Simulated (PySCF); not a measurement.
# Au³⁺ (gold, charge +3): UHF calculation

Configuration: [Xe] 4f14 5d8, high-spin 3F determinant. All numbers are calculated (PySCF 2.14, the spin-free X2C one-electron Hamiltonian (Gaussian nucleus), in x2c-TZVPPall (11s7p7d3f1g, 97 functions)).

```
Total energy                        : -19006.666747 hartree
One-electron energy                 : -25963.2363 hartree
Hartree (Coulomb) energy            : 7319.8607 hartree
Exchange energy                     : -363.2911 hartree
⟨S²⟩                                : 2.0030
⟨L²⟩                                : 12.035
Sum of ⟨r⟩                          : 38.29 bohr
Sum of ⟨r²⟩                         : 37.34 bohr²
Langevin diamagnetic susceptibility : -29.6 ×10⁻⁶ cm³/mol
```

| shell | electrons | mean orbital energy (eV) | spread (eV) | rms radius, mean of both spins (bohr) |
| --- | --- | --- | --- | --- |
| 1s β | 1 | -81201.9 | 0 | 0.0190 |
| 1s α | 1 | -81201.9 | 0 | 0.0190 |
| 2s α | 1 | -14508.2 | 0 | 0.0768 |
| 2s β | 1 | -14507.8 | 0 | 0.0768 |
| 2p α | 3 | -12598.4 | 0 | 0.0705 |
| 2p β | 3 | -12598.1 | 0 | 0.0705 |
| 3s α | 1 | -3521.3 | 0 | 0.196 |
| 3s β | 1 | -3521.2 | 0 | 0.196 |
| 3p α | 3 | -2955.9 | 0 | 0.198 |
| 3p β | 3 | -2955.8 | 0 | 0.198 |
| 3d α | 5 | -2324.2 | 0.128 | 0.182 |
| 3d β | 5 | -2323.9 | 0.419 | 0.182 |
| 4s α | 1 | -830.08 | 0 | 0.432 |
| 4s β | 1 | -829.68 | 0 | 0.432 |
| 4p α | 3 | -640.73 | 0 | 0.460 |
| 4p β | 3 | -640.32 | 0 | 0.460 |
| 4d α | 5 | -403.64 | 0.351 | 0.492 |
| 4d β | 5 | -403.01 | 0.862 | 0.492 |
| 5s α | 1 | -165.36 | 0 | 0.994 |
| 5s β | 1 | -162.25 | 0 | 0.994 |
| 4f α | 7 | -140.57 | 0.453 | 0.545 |
| 4f β | 7 | -140.16 | 0.116 | 0.545 |
| 5p α | 3 | -112.68 | 0 | 1.13 |
| 5p β | 3 | -108.26 | 0 | 1.13 |
| 5d α | 5 | -48.259 | 1.172 | 1.53 |
| 5d β | 3 | -46.441 | 0 | 1.53 |

Spin-orbit coupling, absent here, splits the open shell strongly.

Densities and radii are taken from the X2C orbitals without a picture-change correction, which distorts them close to the nucleus.

Spin-orbit constants ζ (cm⁻¹) from the X2C one-electron operator on these orbitals: bare nucleus, nucleus screened by l(l+1)(2l+1)/3 electrons, and screened by the Breit-Pauli mean field of the electrons.

| shell | bare | screened nucleus | mean field |
| --- | --- | --- | --- |
| 2p | 9133000 | 8901000 | n/a |
| 3p | 2036000 | 1985000 | n/a |
| 3d | 316000 | 276000 | n/a |
| 4p | 484500 | 472300 | n/a |
| 4d | 66510 | 58090 | n/a |
| 4f | 13270 | 8566 | n/a |
| 5p | 78130 | 76160 | n/a |
| 5d | 6816 | 5953 | n/a |

To first order the Landé constant is A = -2977 cm⁻¹, so the lowest level has J = 4 and lies 1.11 eV below the centre of the term. This holds in LS coupling only.
